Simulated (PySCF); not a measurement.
Compound: C₄H₇FO₂S.
Z-matrix (Å and degrees, GFN2-xTB geometry), rows numbered from 1:
```
C 
O   1  1.4115
C   2  1.3684  1  113.86
C   3  1.5229  2  114.30  1   175.57
F   4  1.3747  3  113.62  2   103.40
C   4  1.5203  3   97.91  2  -136.39
S   6  1.8693  4   92.30  3    19.01
O   7  1.4556  3  107.30  2    28.28
H   1  1.0948  2  110.57  3   -61.45
H   1  1.0870  2  106.33  3   179.59
H   1  1.0959  2  110.99  3    60.18
H   3  1.0976  2  114.10  1   -52.46
H   4  1.0936  3  110.70  2   -17.15
H   6  1.0864  4  112.12  3   -93.27
H   6  1.0847  4  116.39  3   137.12
```

NICS is the negative of the GIAO shielding at a point without a nucleus: at the ring centre (0) and 1 Å above and below it (1); zz is the component along the ring normal. Level: GIAO PBE0/pcSseg-1 (PySCF, non-relativistic, gas phase) on the GFN2-xTB geometry, one conformer.

Ring bond lengths (Å), with Mayer bond orders in brackets: C3–C4 1.523 (0.96), C4–C6 1.520 (0.99), C6–S7 1.869 (0.88), S7–C3 1.922 (0.78).

Problem. What do the NICS probes read (ppm)?

Solution. 
```csv
ring,type,NICS(0),"NICS(1), two faces","NICS(1)zz, two faces",rms pucker (Å),"centre to ring atoms, mean (Å)"
C3–C4–C6–S7,4-membered ring with S; formal bonds all single,-0.1,0.8 / -2.7,5.3 / 0.9,0.12,1.20
```

Problem. What can be read from them?

Solution. 
- C3–C4–C6–S7: mean NICS(1)zz 3.1 ppm, deshielded. C3, C4, C6 have four or more neighbours, and the NICS criterion for π rings isn't applied. The two faces differ by 4.4 ppm, so no symmetry operation interchanges them.

Problem. Give the inner angles of the rings and the Hirshfeld charges of the ring atoms.

Solution. 
- C3–C4–C6–S7: C3 90.2° (+0.018 e), C4 97.9° (+0.054 e), C6 92.3° (-0.096 e), S7 74.5° (+0.305 e); sum 354.9° against 360° for a flat convex ring.
